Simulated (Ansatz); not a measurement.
Cost and result for the atomization energy of C2H6GeSe, SMILES `C[C]([GeH3])=[Se]` (10 atoms, 9 bonds).

Cartesian coordinates in Å:
```
C 0.362 0.750 1.206
C -0.132 0.688 -0.195
Ge -0.263 -1.095 -1.014
Se -0.585 2.118 -1.117
H 0.406 1.772 1.583
H 1.357 0.295 1.274
H -0.285 0.151 1.858
H -0.788 -0.973 -2.445
H -1.205 -1.960 -0.154
H 1.133 -1.747 -0.995
```

The species carries charge 0 and has multiplicity 1. Correlated methods include outer-core shells of Ge, Se, which these sets cover unevenly. Scalar relativity is left out up to krypton. All single points use the PBE0-D4/def2-TZVP geometry. Program: Ansatz. Hardware: A = 2 threads of an AMD EPYC 7R13 on a shared host; B = 2 threads of an AMD EPYC 7R13 on a shared host and a share of an NVIDIA H100 80 GB. Times are those of one run each, without the atoms' runs, and a repeat can differ threefold. Electronic energies, without spin–orbit coupling; frozen cores. CCSD(T)/CBS adds CCSD(T) − MP2 in def2-TZVPP to the MP2 limit, and its time is that of the two runs behind it. T1 = 0.014; the RHF reference is unstable towards UHF. With those shells the extrapolation isn't a true limit. B3LYP takes the VWN-RPA correlation (the form of Gaussian; ORCA's B3LYP/G). HSE06 is the plane-wave form, built on full-range PBE exchange.

CCSD(T)/CBS is a level of theory with its own doubt, some kJ/mol a heavy atom from the limit and from the frozen cores, so smaller differences don't rank the functionals.

| level | functions | wall time | atomization (kcal/mol) | difference from CCSD(T)/CBS | per bond |
| --- | --- | --- | --- | --- | --- |
| LDA (SPW92)/def2-TZVPP [A] | 242 | 2.1 s | 901.5 | 111.5 | 12.4 |
| HSE06-D4/def2-TZVPP [A] | 242 | 6 s | 786.2 | -3.8 | -0.4 |
| CCSD(T)/def2-SVP [B] | 122 | 6 s | 746.1 | -43.9 | -4.9 |
| PBE0-D4/def2-TZVPP [A] | 242 | 6.5 s | 785.9 | -4.1 | -0.5 |
| MP2/def2-QZVPP [B] | 472 | 6.5 s | 787.5 | -2.5 | -0.3 |
| CCSD(T)/def2-TZVPP [B] | 242 | 7.5 s | 772.0 | -18.0 | -2.0 |
| B3LYP-D4/def2-TZVPP (with forces) [A] | 242 | 8.5 s | 783.8 | -6.2 | -0.7 |
| r2SCAN-D4/def2-TZVPP (with forces) [A] | 242 | 9 s | 789.0 | -1.0 | -0.1 |
| B2PLYP/def2-TZVPP [A] | 242 | 12 s | 776.6 | -13.4 | -1.5 |
| ωB97X-V/def2-TZVPP [A] | 242 | 13 s | 787.0 | -3.0 | -0.3 |
| CCSD(T)/CBS(def2) | – | 14 s | 790.0 | 0.0 | 0.0 |
| B97M-V/def2-TZVPP [A] | 242 | 15 s | 790.9 | 0.9 | 0.1 |
| ωB97M-V/def2-TZVPP (with forces) [A] | 242 | 18 s | 781.3 | -8.7 | -1.0 |

In def2-TZVPP, CCSD(T) changes the Hartree–Fock value by +210.8 kcal/mol (the triples alone add +14.1 kcal/mol) and MP2 by +215.9 kcal/mol; breaking electron pairs costs correlation energy, which Hartree–Fock lacks. At CCSD(T), def2-SVP lies −44.0 kcal/mol from the extrapolated value and def2-TZVPP −18.1 kcal/mol: correlation converges slowly with the basis, and small sets miss more of it in the bonded molecule than in its fragments. The D4 term adds +9.1 kcal/mol with B3LYP and +4.7 kcal/mol with PBE0; it sums over pairs of atoms, weighted by their polarisabilities, and B3LYP, whose exchange is more repulsive, gets the larger term.
